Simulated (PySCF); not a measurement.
C6H7NO2.
SMILES: `C/N=C/[C@H]1C=COC1=O`

The closed-shell SCF was solved with PySCF and density fitting under several settings on one GFN2-xTB geometry (grid level 2 and gas phase unless stated).

```json
{"settings": "LDA/def2-SVPD", "basis functions": "242", "SCF cycles": "16", "E (Eh)": "-434.0990", "HOMO (eV)": "-6.17", "LUMO (eV)": "-2.15", "dipole (D)": "3.94"}
{"settings": "WP04/pcseg-1, damping 0.1 at the start, DIIS from the seventh cycle", "basis functions": "161", "SCF cycles": "25", "E (Eh)": "-447.6925", "HOMO (eV)": "-8.57", "LUMO (eV)": "-3.00", "dipole (D)": "4.18"}
```

**Question.** Estimate the row for these settings: PBE0/6-311G**, energy threshold 1e-08 Eh, level shift 0.1 Eh.

**Answer.** 
| settings | basis functions | SCF cycles | E (Eh) | HOMO (eV) | LUMO (eV) | dipole (D) |
| --- | --- | --- | --- | --- | --- | --- |
| PBE0/6-311G**, energy threshold 1e-08 Eh, level shift 0.1 Eh | 204 | 10 | -437.6212 | -7.30 | -0.59 | 3.85 |

**Question.** Over all rows, what range does the HOMO–LUMO gap span?

**Answer.** From 4.02 eV (LDA/def2-SVPD) to 6.71 eV (PBE0/6-311G**, energy threshold 1e-08 Eh, level shift 0.1 Eh). The functional of the narrowest has no exact exchange, that of the widest 25 % exact exchange.

**Question.** And the dipole moment?

**Answer.** From 3.85 D (PBE0/6-311G**, energy threshold 1e-08 Eh, level shift 0.1 Eh) to 4.18 D (WP04/pcseg-1, damping 0.1 at the start, DIIS from the seventh cycle); the largest is 1.09 times the smallest, and the median is 3.94 D.

Whole jobs, the steps after the SCF included, on one thread, Intel Xeon Platinum 8488C (x86_64) (shared host):

| settings | work after the SCF | wall time | peak memory |
| --- | --- | --- | --- |
| LDA/def2-SVPD | spin–spin couplings from 7 perturbed nuclei, spin–dipole term left out | 35 s | 0.77 GiB |
| WP04/pcseg-1, damping 0.1 at the start, DIIS from the seventh cycle | shieldings, ring-centre shieldings, charges and field gradients | 42 s | 0.85 GiB |
| PBE0/6-311G**, energy threshold 1e-08 Eh, level shift 0.1 Eh | spin–spin couplings from 7 perturbed nuclei, spin–dipole term left out | 36 s | 0.96 GiB |

Cycle counts include a coarse-grid stage where the run had one. All basis functions are spherical, in the Pople sets too. WP04 was designed for NMR shieldings or shifts; total energies of different functionals aren't comparable.

The values belong to the conformer `[CH3:1]/[N:2]=[CH:3]/[C@H:4]1[CH:5]=[CH:6][O:7][C:8]1=[O:9]`: N2–C3–C4–C5 125°.
